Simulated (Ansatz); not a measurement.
A run for Ansatz (a quantum-chemistry and plane-wave program): U-CCSD(T)/def2-TZVPP on CdGe, 2S+1 = 3, a spin state set in the input, which need not be the lowest, a point of a bond scan (R = 2.625 Å). Elements past Kr take the def2 small-core potentials; no spin–orbit coupling.

Ansatz 0.2 input:
```yaml
crystal:
  periodic: [false, false, false]
  atoms:
    - {symbol: Cd, position_ang: [0.00000000, 0.00000000, 0.00000000]}
    - {symbol: Ge, position_ang: [0.00000000, 0.00000000, 2.62473700]}
basis:
  gaussian:
    orbitals: def2-TZVPP
magnetization: {spin_polarized: true, initial_magnetization: 2}
correlation: {method: ccsd_t, electrons: valence}
output: {orbitals: {seedname: ./end}}
```

What total energy does the run end on?

-2243.1177 hartree (reference determinant -2242.2117, T1 diagnostic 0.037). Its determinant has ⟨S²⟩ = 2.44, a mixture of spin states.

How many basis functions does it have, and what does it roughly cost on one machine?

104 functions; around 4 core-minutes (rough).
